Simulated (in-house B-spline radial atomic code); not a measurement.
Configurations of Sb⁷⁺, with energies counted from [Kr] (4d3/2)4 (4d5/2)4. Computed with an all-electron radial atomic-structure program (B-spline basis): Dirac-Hartree-Fock, average of each configuration as written, Fermi nucleus of rms radius 4.6802 fm. Energies include first-order Breit, QED and recoil terms.

Occupations are held fixed; configurations that lie above the ionisation limit could autoionise.

| configuration | E - E(ref) (eV) | highest orbital | its <r> (bohr) |
| --- | --- | --- | --- |
| [Kr] (4d3/2)2 (4d5/2)6 | 2.5683 | 4d5/2 | 0.9541 |
| [Kr] (4d3/2)3 (4d5/2)4 (7p3/2)1 | 111.19 | 7p3/2 | 5.183 |
| [Kr] (4d3/2)2 (4d5/2)5 8s1 | 119.72 | 8s1/2 | 6.882 |
| [Kr] (4d3/2)1 (4d5/2)6 (7g7/2)1 | 126.49 | 7g7/2 | 7.839 |
| [Ar] 3d10 4s2 (4p1/2)1 (4p3/2)4 (4d3/2)3 (4d5/2)5 (4f5/2)1 | 158.03 | 4f5/2 | 1.37 |
| [Ar] 3d10 4s2 (4p1/2)2 (4p3/2)3 (4d3/2)2 (4d5/2)6 (7g9/2)1 | 203.79 | 7g9/2 | 7.819 |

**Question.** Order these further configurations by energy, lowest first.
A. [Ar] 3d10 4s2 (4p1/2)1 (4p3/2)4 (4d3/2)4 (4d5/2)4 (5g7/2)1
B. [Ar] 3d10 4s2 (4p1/2)2 (4p3/2)3 (4d3/2)4 (4d5/2)5
C. [Ar] 3d10 4s2 (4p1/2)2 (4p3/2)3 (4d3/2)3 (4d5/2)5 5s1
D. [Ar] 3d10 4s2 (4p1/2)2 (4p3/2)3 (4d3/2)2 (4d5/2)6 (8f5/2)1
E. [Kr] (4d3/2)3 (4d5/2)4 (6g7/2)1

**Answer.** B (76.5 eV), E (117.87 eV), C (121.38 eV), A (193.47 eV), D (206.29 eV).

**Question.** How far above the reference does [Kr] (4d3/2)3 (4d5/2)5 lie?

**Answer.** 1.5034 eV; its least bound orbital is 4d5/2 with <r> = 0.9542 bohr.

**Question.** How far above the reference does [Ar] 3d10 4s2 (4p1/2)1 (4p3/2)4 (4d3/2)2 (4d5/2)6 6s1 lie?

**Answer.** 172.88 eV; its least bound orbital is 6s1/2 with <r> = 3.078 bohr.
